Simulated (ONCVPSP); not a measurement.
## Before and after: ONCV potential for iridium (Ir)

ONCVPSP 4.0.1 input, shortened (lines: element, Z, core and valence counts, functional; n l f; lmax; l rc ep ncon nbas qcut; lloc lpopt rc5 dvloc0; l nproj debl; icmod fcfact rcfact), LDA (Perdew-Zunger), scalar-relativistic:

```
  Ir 77.00    9    5        3      upf
    1    0    2.00
    2    0    2.00
    2    1    6.00
    3    0    2.00
    3    1    6.00
    3    2   10.00
    4    0    2.00
    4    1    6.00
    4    2   10.00
    4    3   14.00
    5    0    2.00
    5    1    6.00
    5    2    7.00
    6    0    1.00
    3
    0    1.60    0.00    4    8    6.70
    1    1.65    0.00    4    8    9.60
    2    1.70    0.00    4    7    6.70
    3    0.50    0.00    5    9   21.80
    4    5    0.35    0.00
    0    2    3.10
    1    2    1.00
    2    3    1.90
    3    1    1.70
    0    0.00    0.00
```

In the p channel the program set the typed energies aside and used -2.327, 0.250 Ha.

Change: local potential polynomial inside 0.50 bohr (lpopt 5, dvloc0 0 Ha).

Cutoffs: the cutoffs (Ha) at which the residual kinetic energy of the hardest occupied pseudo-wave falls to 1 and 0.1 mHa per electron; they do not see the model core or the augmentation charge, which bear on the density cutoff. Errors are all-electron minus pseudo energies relative to the spin-unpolarised reference configuration.

Question: Predict the effect on cutoff, ghosts and configuration errors.

Answer: The potential gets neither clearly harder nor softer (1382 Ha and 1502 Ha → 1382 Ha and 1502 Ha); the bound ghosts move from d, p, s to p, s; the errors of the 4 common tests hardly move; the range in which the s phases agree narrows (upper end at the end of the scan → 2.8). In the separable form a ghost depends on how the local part lies against the semilocal potential of the channel, so the choice of the local part can create or remove one.

| quantity | base | changed |
| --- | --- | --- |
| cutoff, loose | 1382 Ha | 1382 Ha |
| cutoff, tight | 1502 Ha | 1502 Ha |
| bound ghosts | s, p, d | s, p |
| GHOST(+) flags under 300 eV | p at 223.7 eV | s at 90.5 eV, d at 126.3 eV |
| largest miss of a reference level, eV | 0.06 | 0.06 |
| error for 4f14 5s2 5p6 5d7 6s2, meV [ΔE -10.19 eV] | +2.2 | +2.2 |
| error for 4f14 5s2 5p6 5d7 6s0, meV [ΔE 17.85 eV] | -7.8 | -7.8 |
| error for 4f14 5s2 5p6 5d6 6s0, meV [ΔE 48.69 eV] | -12 | -12 |
| error for 4f14 5s1 5p6 5d7 6s2, meV [ΔE 94.99 eV] | -262 | -260 |
| s: phases at 1.63 bohr within 0.05 rad from the reference energy up to (Ha; the scan ends near 5) | to the end of the scan | 2.8 |
| p: phases at 1.68 bohr within 0.05 rad from the reference energy up to (Ha; the scan ends near 5) | to the end of the scan | to the end of the scan |
| d: phases at 1.73 bohr within 0.05 rad from the reference energy up to (Ha; the scan ends near 5) | to the end of the scan | n/a |
| f: phases at 0.51 bohr within 0.05 rad from the reference energy up to (Ha; the scan ends near 5) | to the end of the scan | to the end of the scan |

 A true bound ghost makes a file unfit for plane-wave use even where its test errors are small: the radial tests pick states by their node count and pass the ghost by.
